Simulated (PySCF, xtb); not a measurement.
ScBr3, SMILES [Sc]([Br])([Br])[Br].

GFN2-xTB (xtb) at its own geometry gives an orbital gap of 1.54 eV and a dipole moment of 0.00 D.

The structure is a stationary point at B3LYP-D3(BJ)/def2-SVP.

Q: What does PBE/def2-TZVP (PySCF) give? (The exact figures need the calculation; the answer reports its results.)

A: gap 3.10 eV (levels -7.33 and -4.23 eV), dipole 0.00 D.
